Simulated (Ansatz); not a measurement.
Molecule: CH3AlF (charge 0, doublet). It need not be the lowest isomer of its formula. 
Geometry from a B3LYP-D3(BJ)/def2-TZVP (Ansatz, a program for electronic structure) optimisation:
```xyz
6

Al     0.5137    -0.1059     0.2760
C     -0.0666     1.3295    -0.9526
H     -0.9280     1.8408    -0.5137
H     -0.3838     0.8772    -1.8965
H      0.7177     2.0590    -1.1523
F     -0.6316    -1.2642     0.6323
```
Charge 0, spin multiplicity 2.

Computed values are from Ansatz. Valence correlation only, unless marked. UHF or UKS for open shells. Spin-orbit coupling is left out. Non-relativistic. Basis-set limits of correlation are two-point, X^-3; Hartree-Fock from the larger set. The bracket is a focal-point correction in the basis named.

The atomisation energy De is 505.0 kcal/mol at RI-MP2/CBS(cc-pV(T+d)Z,cc-pV(Q+d)Z)+[CCSD(T)-MP2]/cc-pV(T+d)Z. The vertical ionisation energy (to the singlet) comes out as 7.95 eV at RI-MP2/CBS(aug-cc-pV(T+d)Z,aug-cc-pV(Q+d)Z)+[CCSD(T)-MP2]/aug-cc-pV(D+d)Z, the total energy is -381.6982 Eh at RI-MP2/CBS(cc-pV(T+d)Z,cc-pV(Q+d)Z)+[CCSD(T)-MP2]/cc-pV(T+d)Z and the dipole moment comes out as 1.89 D at CCSD(T)/aug-cc-pV(D+d)Z. The T1 diagnostic comes out as 0.014 at CCSD/cc-pV(T+d)Z.
